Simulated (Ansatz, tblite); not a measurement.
Removing and adding an electron: MgSi3 (the lowest singlet isomer of a short search). The state is a singlet with charge 0. Geometry: r2SCAN-D4/def2-TZVP. Ansatz, gas phase; energy differences of separate SCF runs; the oxidised species was run as a doublet alone; the reduced species was run as a doublet alone.

```xyz
4

Mg   -0.191   -2.093   -0.003
Si   -0.593    0.151    1.178
Si    0.611    0.045   -1.177
Si    0.173    1.896    0.003
```

The xTB rows come from tblite. Correlated methods freeze 16 core orbitals; core or outer-core shells of Mg are correlated, in sets that lack core-valence functions. In CCSD on the charge 1 doublet the largest single amplitude is 0.20, so its Hartree–Fock determinant may place the open shell otherwise than the density functionals do. The structure comes from a short search, and lower isomers may exist.

```json
{"level": "GFN1-xTB", "−HOMO (eV)": "9.49", "vertical IE (eV)": "11.54", "−LUMO (eV)": "7.88", "vertical EA (eV)": "5.97", "HOMO–LUMO gap (eV)": "1.61", "IE − EA (eV)": "5.57", "remarks": "–"}
{"level": "GFN2-xTB", "−HOMO (eV)": "5.75", "vertical IE (eV)": "8.71", "−LUMO (eV)": "4.51", "vertical EA (eV)": "2.04", "HOMO–LUMO gap (eV)": "1.23", "IE − EA (eV)": "6.67", "remarks": "–"}
{"level": "PBE-D4/def2-TZVP", "−HOMO (eV)": "5.17", "vertical IE (eV)": "7.54", "−LUMO (eV)": "3.55", "vertical EA (eV)": "–", "HOMO–LUMO gap (eV)": "1.62", "IE − EA (eV)": "–", "remarks": "–"}
{"level": "PBE-D4/def2-TZVPD", "−HOMO (eV)": "5.19", "vertical IE (eV)": "–", "−LUMO (eV)": "3.56", "vertical EA (eV)": "1.62", "HOMO–LUMO gap (eV)": "1.62", "IE − EA (eV)": "–", "remarks": "HOMO above zero (-1 doublet)"}
{"level": "r2SCAN-D4/def2-TZVP", "−HOMO (eV)": "5.28", "vertical IE (eV)": "7.43", "−LUMO (eV)": "3.53", "vertical EA (eV)": "–", "HOMO–LUMO gap (eV)": "1.74", "IE − EA (eV)": "–", "remarks": "–"}
{"level": "r2SCAN-D4/def2-TZVPD", "−HOMO (eV)": "5.28", "vertical IE (eV)": "–", "−LUMO (eV)": "3.53", "vertical EA (eV)": "1.76", "HOMO–LUMO gap (eV)": "1.74", "IE − EA (eV)": "–", "remarks": "HOMO above zero (-1 doublet)"}
{"level": "PBE0-D4/def2-TZVP", "−HOMO (eV)": "5.89", "vertical IE (eV)": "7.47", "−LUMO (eV)": "3.07", "vertical EA (eV)": "–", "HOMO–LUMO gap (eV)": "2.82", "IE − EA (eV)": "–", "remarks": "–"}
{"level": "PBE0-D4/def2-TZVPD", "−HOMO (eV)": "5.90", "vertical IE (eV)": "–", "−LUMO (eV)": "3.08", "vertical EA (eV)": "1.77", "HOMO–LUMO gap (eV)": "2.82", "IE − EA (eV)": "–", "remarks": "–"}
{"level": "MP2/def2-TZVPD", "−HOMO (eV)": "–", "vertical IE (eV)": "–", "−LUMO (eV)": "–", "vertical EA (eV)": "1.40", "HOMO–LUMO gap (eV)": "–", "IE − EA (eV)": "–", "remarks": "restricted SCF unstable (singlet), spin-contaminated (⟨S²⟩ 0.88) (-1 doublet)"}
{"level": "CCSD/def2-TZVPD", "−HOMO (eV)": "–", "vertical IE (eV)": "–", "−LUMO (eV)": "–", "vertical EA (eV)": "1.71", "HOMO–LUMO gap (eV)": "–", "IE − EA (eV)": "–", "remarks": "large T1 (0.022) (singlet), restricted SCF unstable (singlet), spin-contaminated (⟨S²⟩ 0.88) (-1 doublet)"}
{"level": "CCSD/def2-TZVPP", "−HOMO (eV)": "–", "vertical IE (eV)": "7.36", "−LUMO (eV)": "–", "vertical EA (eV)": "–", "HOMO–LUMO gap (eV)": "–", "IE − EA (eV)": "–", "remarks": "large T1 (0.022) (singlet), large T1 (0.053) (+1 doublet), restricted SCF unstable (singlet), spin-contaminated (⟨S²⟩ 1.08) (+1 doublet)"}
{"level": "CCSD(T)/def2-TZVPD", "−HOMO (eV)": "–", "vertical IE (eV)": "–", "−LUMO (eV)": "–", "vertical EA (eV)": "1.64", "HOMO–LUMO gap (eV)": "–", "IE − EA (eV)": "–", "remarks": "large T1 (0.022) (singlet), restricted SCF unstable (singlet), spin-contaminated (⟨S²⟩ 0.88) (-1 doublet)"}
{"level": "CCSD(T)/def2-TZVPP", "−HOMO (eV)": "–", "vertical IE (eV)": "7.55", "−LUMO (eV)": "–", "vertical EA (eV)": "–", "HOMO–LUMO gap (eV)": "–", "IE − EA (eV)": "–", "remarks": "large T1 (0.022) (singlet), large T1 (0.053) (+1 doublet), restricted SCF unstable (singlet), spin-contaminated (⟨S²⟩ 1.08) (+1 doublet)"}
```

Run but left out: HF/def2-TZVPP, HF/def2-TZVPD (singlet: restricted singlet, unstable towards broken spin symmetry); MP2/def2-TZVPP (charge +1 doublet: ⟨S²⟩ 1.08, where a pure state has 0.75).   A HOMO above zero means that the electron is unbound at that level or that self-interaction error raises the level; the energy of removing that electron tells which. Raw xTB energy differences between charge states are shifted by several eV; the methods need an empirical correction for them.
